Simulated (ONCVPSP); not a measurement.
**Before and after: ONCV potential for F (Z = 9)**

F, optimised norm-conserving Vanderbilt (ONCV), made with ONCVPSP 4.0.1 (PBEsol, scalar-relativistic). Core [He], reference 2s2 2p5. Waves: 2s: rc 0.55 bohr, ncon 4, nbas 9, qcut 12.5 1/bohr, local; 2p: rc 1.85 bohr, ncon 5, nbas 9, qcut 8.4 1/bohr, 2 projectors, debl 2.8 Ha. Local part: the s channel. Core correction: Teter function, fcfact 1.75, rcfact 1.6.

All-electron outer shells of the reference configuration (PBEsol, scalar-relativistic, ld1.x):

```
shell  level (eV)  outermost node (bohr)  outermost maximum (bohr)
   1s     -661.16                      –                      0.11
   2s      -29.72                   0.24                      0.76
   2p      -11.05                      –                      0.71
```

Change: p: rc 2.14.

Cutoffs: the cutoffs (Ha) at which the residual kinetic energy of the hardest occupied pseudo-wave falls to 1 and 0.1 mHa per electron; they do not see the model core or the augmentation charge, which bear on the density cutoff. Errors are all-electron minus pseudo energies relative to the spin-unpolarised reference configuration.

Task: How do hardness, ghosts and transferability respond?

Result: The potential gets neither clearly harder nor softer (59 Ha and 710 Ha → 59 Ha and 710 Ha); of the 4 tests that both files solve, the error grows in 4 and shrinks in 0 by more than 15 % and 0.3 meV (median size 346.3 → 542.1 meV); neither file shows a bound ghost. More of the atom is replaced by a form fitted at one configuration, so other configurations suffer.

| quantity | base | changed |
| --- | --- | --- |
| cutoff, loose | 59 Ha | 59 Ha |
| cutoff, tight | 710 Ha | 710 Ha |
| loose cutoff by channel | s 59 Ha, p 25 Ha | s 59 Ha, p 22 Ha |
| bound ghosts | none | none |
| GHOST(+) flags under 300 eV | none | none |
| error for 2s2 2p4, meV [ΔE 19.32 eV] | +86 | +140 |
| error for 2s2 2p3, meV [ΔE 57.59 eV] | +607 | +944 |
| error for 2s2 2p2, meV [ΔE 118.08 eV] | +2122 | +3157 |
| error for 2s1 2p6, meV [ΔE 18.70 eV] | +0.6 | -21 |
| s: phases at 0.56 bohr within 0.05 rad from the reference energy up to (Ha; the scan ends near 5) | to the end of the scan | to the end of the scan |
| rms error of d²Exc/dni dnj with the model core, mHa | 1.37 | 1.31 |
